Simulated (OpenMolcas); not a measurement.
An OpenMolcas run meant for K (ANO-RCC-VDZP, X2C; inactive shells 1s 2s 2p 3s 3p; intended active space 1 electron in 9 orbitals (3d 4s 4p)). One step of its input:

```
&RASSCF
FileOrb=start.orb
Symmetry=1
Spin=3
nActEl=1 0 0
Inactive=3 6
Ras2=6 3
CIRoot=6 6 1
SDav=6
CIMx=300
Iter=85 100
PrWF=0.3
OrbListing=Nothing
MaxOrb=0
Atom
CIOnly
>>> COPY $Project.JobIph JOB001
```

Lines from the output:

```
--- SEWARD ---
Basis set label: K.ANO-RCC...5S4P1D.

      Electronic valence basis set:
      ------------------
      Associated Effective Charge  19.000000 au
      Associated Actual Charge     19.000000 au
      Nuclear Model: Point charge

      Shell  nPrim  nBasis  Cartesian Spherical Contaminant
         s      21       5        X
         p      16       4        X
         d       5       1                 X
RX2C
                  Relativistic X2C integrals
                  Atomic mean-field integrals
--- RASSCF ---

 Nr of active orbitals     NAC=   9
 Spin degeneracy         ISPIN=   3
 There can be no such wave function.
 ************************************************
--- Stop Module: rasscf at  /rc=_RC_INPUT_ERROR_ ---
.####################.
.# User input error #.
.####################.
```

What is wrong with the input?

The spin multiplicity does not fit the number of active electrons: an even count needs an odd multiplicity and the reverse.
